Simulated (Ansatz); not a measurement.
Mulliken charges of CH5BClFGe (`B[C](F)(Cl)[GeH3]`) from r2SCAN/def2-TZVPP in Ansatz (PBE0-D4/def2-TZVP geometry).

| atom | x (Å) | y (Å) | z (Å) | charge (e) |
| --- | --- | --- | --- | --- |
| B1 | -0.441 | 1.282 | -0.939 | -0.153 |
| C2 | -0.586 | -0.072 | -0.188 | 0.241 |
| F3 | -1.822 | -0.569 | 0.008 | -0.167 |
| Cl4 | -0.019 | -0.528 | -1.942 | -0.092 |
| Ge5 | 0.718 | -0.822 | 1.101 | 0.112 |
| H6 | -1.419 | 1.758 | -1.426 | 0.022 |
| H7 | 0.593 | 1.870 | -0.854 | 0.011 |
| H8 | 0.643 | -2.351 | 1.043 | 0.011 |
| H9 | 0.311 | -0.311 | 2.490 | 0.002 |
| H10 | 2.105 | -0.308 | 0.708 | 0.014 |

Question: By hand: the dipole of these point charges (1 e Å = 4.8032 D).

Answer: Σ q r = (0.325, -0.134, 0.385) e Å, of length 0.521 e Å = 2.50 D.

Question: How does the dipole of the full density compare? (Estimate.)

Answer: Ansatz gave: (0.218, -0.131, 0.224) e Å, 1.63 D; the point charges give 1.53 times that, at 9° from its direction.

Point charges leave out the atoms' own dipoles, such as those of lone pairs, and Mulliken's split depends on the basis, so the two needn't agree.
